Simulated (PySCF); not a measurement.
IrF₂⁺: from structure and modes to constants

Method: PySCF, UPBE0, basis Ir def2-TZVP with ECP60, F def2-TZVP (scalar-relativistic core potentials, no spin–orbit coupling, density fitting).

The quintet minimum has D∞h symmetry. Masses (u): Ir 192.96292, F 18.99840.

```xyz
3
charge 1 multiplicity 5, angstrom
Ir    0.0000    0.0000    0.0000
F     1.8063    0.0000    0.0000
F    -1.8063    0.0000    0.0000
```

Harmonic wavenumbers (cm⁻¹): 138.4 (πu, ×2), 760.3 (σg+, ×1), 793.3 (σu+, ×1).

Problem. Find the principal moments of inertia and the rotational constants. What kind of rotor is it?

Solution. About the centre of mass I = 123.97 u Å². With B = 16.8576/I this gives 0.136 cm⁻¹. The molecule is linear.

Problem. What is the harmonic zero-point energy?

Solution. Half the sum of all 4 wavenumbers, 1830/2 = 915 cm⁻¹, which is 10.9 kJ/mol (1 cm⁻¹ = 0.0119627 kJ/mol).

Problem. Find the vibrational entropy and heat capacity at 298.15 K.

Solution. With u = 1.43878 ω/T, each mode gives S = R[u/(eᵘ−1) − ln(1−e⁻ᵘ)] and C = R u² eᵘ/(eᵘ−1)².
| ω (cm⁻¹) | u | S (J/(mol K)) | C (J/(mol K)) |
| --- | --- | --- | --- |
| 138.4 (×2) | 0.668 | 11.82 | 8.01 |
| 760.3 | 3.669 | 1.01 | 3.01 |
| 793.3 | 3.828 | 0.89 | 2.77 |
The sums over all modes are S = 25.5 and C = 21.8 J/(mol K); the softest mode gives 46 % of the entropy (each member, where degenerate).

Problem. Give the standard entropy (298.15 K, 1 bar) by its translational, rotational, vibrational and spin parts, and Cp.

Solution. Sackur–Tetrode with M = 230.96 u gives 176.7; rotation with symmetry number 2 gives 63.5; vibration 25.5; spin R ln 5 = 13.4. The total is 279.1 J/(mol K), and Cp = 7/2 R + 21.8 = 50.9 J/(mol K).

Problem. Find the bond force constant k and the stretch–stretch coupling k′ of the valence force field.

Solution. For linear XMX, 4π²c²ω(σg)² = (k + k′)/mX and 4π²c²ω(σu)² = (k − k′)(1 + 2mX/mM)/mX. So k + k′ = 6.471 and k − k′ = 5.885 mdyn/Å, giving k = 6.178 and k′ = 0.293 mdyn/Å.

This need not be the most stable arrangement of these atoms. Other spin states or occupations of the open shell can lie lower. No spin–orbit coupling is included, which matters more the heavier the element.
